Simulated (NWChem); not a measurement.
System: GaH2OCl; SMILES [OH][GaH][Cl]

The following NWChem deck was run.

```
start job
memory heap 200 mb stack 900 mb global 1100 mb
geometry units angstroms noautoz
  Ga    -0.295167     0.437176     0.000000
  H     -1.774709     0.931058     0.000000
  Cl     0.175767    -1.669577     0.000000
  O      1.166260     1.475808     0.000000
  H      0.926610     2.416440     0.000000
end
basis spherical
  * library def2-svp
end
dft
  xc pbe0
  iterations 150
  vectors input atomic output neutral.movecs
end
task dft energy
charge 1
dft
  odft
  mult 2
  vectors input atomic output cation.movecs
end
task dft energy
```

Output (shortened):

```
             Northwest Computational Chemistry Package (NWChem) 7.3.0
             --------------------------------------------------------

 CS  symmetry detected

                             Geometry "geometry" -> ""
                             -------------------------

 Output coordinates in angstroms (scale by  1.889725989 to convert to a.u.)

  No.       Tag          Charge          X              Y              Z
 ---- ---------------- ---------- -------------- -------------- --------------
    1 Ga                  31.0000    -0.36648150     0.40534181     0.00000000
    2 H                    1.0000    -1.87879533     0.78727222     0.00000000
    3 Cl                  17.0000     0.26057937    -1.66032557     0.00000000
    4 O                    8.0000     1.01323874     1.55028607     0.00000000
    5 H                    1.0000     0.70396273     2.47037792     0.00000000

 Effective nuclear repulsion energy (a.u.)     252.6564680102

      Symmetry information
      --------------------

 Group name             Cs
 Group number              2
 Group order               2
 No. of unique centers     5

                                 NWChem DFT Module
                                 -----------------

 Summary of "ao basis" -> "ao basis" (spherical)
 ------------------------------------------------------------------------------
       Tag                 Description            Shells   Functions and Types
 ---------------- ------------------------------  ------  ---------------------
 Ga                         def2-svp                12       32   5s4p3d
 H                          def2-svp                 3        5   2s1p
 Cl                         def2-svp                 8       18   4s3p1d
 O                          def2-svp                 6       14   3s2p1d

      Symmetry analysis of basis
      --------------------------

        a'         53
        a"         21

            General Information
            -------------------
          SCF calculation type: DFT
          Wavefunction type:  closed shell.
          No. of atoms     :     5
          No. of electrons :    58
           Alpha electrons :    29
            Beta electrons :    29
          Charge           :     0
          Spin multiplicity:     1
          Use of symmetry is: on ; symmetry adaption is: on
          Maximum number of iterations: 150
          AO basis - number of functions:    74
                     number of shells:    32
          Convergence on energy requested:  1.00D-06
          Convergence on density requested:  1.00D-05
          Convergence on gradient requested:  5.00D-04

              XC Information
              --------------
                         PBE0 Method XC Functional
                     Hartree-Fock (Exact) Exchange  0.250
          PerdewBurkeErnzerhof Exchange Functional  0.750
            Perdew 1991 LDA Correlation Functional  1.000 local
           PerdewBurkeErnz. Correlation Functional  1.000 non-local

             Grid Information
             ----------------
          Grid used for XC integration:  medium
          Radial quadrature: Mura-Knowles
          Angular quadrature: Lebedev.
          Tag              B.-S. Rad. Rad. Pts. Rad. Cut. Ang. Pts.
          ---              ---------- --------- --------- ---------
          Ga                  1.30      112           8.0       590
          H                   0.35       45          10.0       434
          Cl                  1.00       88          11.0       590
          O                   0.60       49           9.0       434
          Grid pruning is: on
          Number of quadrature shells:   339
          Spatial weights used:  Erf1

      Superposition of Atomic Density Guess
      -------------------------------------

 Sum of atomic energies:       -2457.98909214

      Non-variational initial energy
      ------------------------------

 Total energy =   -2458.403379
 1-e energy   =   -3927.445787
 2-e energy   =    1216.385940
 HOMO         =      -0.404817
 LUMO         =       0.005493

      Symmetry analysis of molecular orbitals - initial
      -------------------------------------------------

  Numbering of irreducible representations:

     1 a'          2 a"

  Orbital symmetries:

     1 a'          2 a'          3 a'          4 a'          5 a'
     6 a"          7 a'          8 a'          9 a'         10 a'
    11 a"         12 a'         13 a'         14 a'         15 a"
    16 a'         17 a'         18 a'         19 a"         20 a"
    21 a'         22 a'         23 a'         24 a'         25 a'
    26 a"         27 a'         28 a"         29 a'         30 a'
    31 a"         32 a'         33 a'         34 a'         35 a'
    36 a'         37 a"         38 a'         39 a"

   convergence    iter        energy       DeltaE   RMS-Dens  Diis-err
 ---------------- ----- ----------------- --------- --------- ---------
 d= 0,ls=0.0,diis     1  -2460.5276536174 -2.71D+03  2.11D-02  7.19D-01
 d= 0,ls=0.0,diis     2  -2460.3474779763  1.80D-01  1.33D-02  2.48D+00
 d= 0,ls=0.0,diis     3  -2460.6161447825 -2.69D-01  2.42D-03  4.18D-02
 d= 0,ls=0.0,diis     4  -2460.6197795051 -3.63D-03  1.00D-03  5.86D-03
 d= 0,ls=0.0,diis     5  -2460.6205632765 -7.84D-04  1.67D-04  1.99D-04
  Resetting Diis
 d= 0,ls=0.0,diis     6  -2460.6205838181 -2.05D-05  3.59D-05  2.94D-05
 d= 0,ls=0.0,diis     7  -2460.6205856622 -1.84D-06  9.34D-06  3.80D-07
 d= 0,ls=0.0,diis     8  -2460.6205856570  5.23D-09  5.42D-06  5.99D-07

         Total DFT energy =    -2460.620585656979
      One electron energy =    -3927.794278934888
           Coulomb energy =     1326.732421674285
    Exchange-Corr. energy =     -112.215196406547
 Nuclear repulsion energy =      252.656468010170

 Numeric. integr. density =       57.999987875247

                  Occupations of the irreducible representations
                  ----------------------------------------------

                     irrep           alpha         beta
                     --------     --------     --------
                     a'               22.0         22.0
                     a"                7.0          7.0

                       DFT Final Molecular Orbital Analysis
                       ------------------------------------

 Vector   27  Occ=2.000000D+00  E=-3.453504D-01  Symmetry=a"
              MO Center=  6.1D-01,  3.2D-01,  3.5D-14, r^2= 3.3D+00
   Bfn.  Coefficient  Atom+Function         Bfn.  Coefficient  Atom+Function
  ----- ------------  ---------------      ----- ------------  ---------------
    61      0.456563  4 O  pz                50      0.364178  3 Cl pz
    64      0.338761  4 O  pz                47      0.275770  3 Cl pz
    44      0.160928  3 Cl pz                14      0.149991  1 Ga pz
    17      0.139347  1 Ga pz                11     -0.083311  1 Ga pz
    21      0.049988  1 Ga d  1              31     -0.032016  1 Ga d  1

 Vector   28  Occ=2.000000D+00  E=-3.237506D-01  Symmetry=a"
              MO Center=  5.3D-01, -3.7D-01, -1.3D-13, r^2= 3.5D+00
   Bfn.  Coefficient  Atom+Function         Bfn.  Coefficient  Atom+Function
  ----- ------------  ---------------      ----- ------------  ---------------
    50      0.507517  3 Cl pz                61     -0.393943  4 O  pz
    47      0.368209  3 Cl pz                64     -0.301334  4 O  pz
    44      0.215335  3 Cl pz                19      0.070397  1 Ga d -1
    29     -0.058836  1 Ga d -1

 Vector   29  Occ=2.000000D+00  E=-3.180469D-01  Symmetry=a'
              MO Center=  1.0D-01, -9.9D-01, -2.1D-15, r^2= 3.0D+00
   Bfn.  Coefficient  Atom+Function         Bfn.  Coefficient  Atom+Function
  ----- ------------  ---------------      ----- ------------  ---------------
    48      0.555354  3 Cl px                45      0.414279  3 Cl px
    42      0.240687  3 Cl px                59      0.201636  4 O  px
    34      0.191916  2 H  s                 33      0.164567  2 H  s
    62      0.140594  4 O  px                49      0.096728  3 Cl py
    12     -0.085935  1 Ga px                18      0.082643  1 Ga d -2

 Vector   30  Occ=0.000000D+00  E=-3.831699D-02  Symmetry=a"
              MO Center= -4.0D-01,  3.8D-01,  1.3D-12, r^2= 3.8D+00
   Bfn.  Coefficient  Atom+Function         Bfn.  Coefficient  Atom+Function
  ----- ------------  ---------------      ----- ------------  ---------------
    17      0.693927  1 Ga pz                14      0.448608  1 Ga pz
    50     -0.259301  3 Cl pz                11     -0.217017  1 Ga pz
    61     -0.208192  4 O  pz                64     -0.204201  4 O  pz
    47     -0.138033  3 Cl pz                44     -0.079476  3 Cl pz
     8      0.069863  1 Ga pz                31      0.065383  1 Ga d  1

 Vector   31  Occ=0.000000D+00  E=-1.487834D-02  Symmetry=a'
              MO Center= -2.6D-01,  5.3D-01, -1.7D-14, r^2= 4.2D+00
   Bfn.  Coefficient  Atom+Function         Bfn.  Coefficient  Atom+Function
  ----- ------------  ---------------      ----- ------------  ---------------
     5      0.895846  1 Ga s                 34     -0.686852  2 H  s
     4      0.584532  1 Ga s                 58     -0.427529  4 O  s
    49     -0.364001  3 Cl py                 3     -0.305549  1 Ga s
    33     -0.242870  2 H  s                 41     -0.243710  3 Cl s
    71      0.211183  5 H  s                 59      0.190113  4 O  px

[...]
```

Level: PBE0/def2-SVP, vertical spin-unrestricted ions. Structure relaxed at the B3LYP/6-31G* (spherical d) level.
